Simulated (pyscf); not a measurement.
Structures and frequencies: ωB97X-D3(BJ)/def2-SVP in PySCF.

Task: How much does it cost (ΔH, 298 K, ωB97M-D3(BJ)/def2-TZVP) to split F–CH(F)–CH(Cl)–Cl at its C–C bond into F–CH•–F + Cl–CH•–Cl?

Result: C–C to F–CH•–F + Cl–CH•–Cl: 3.73 eV. The 7 functionals that were run give +3.35 (r²SCAN) to +3.77 eV (M06-2X).
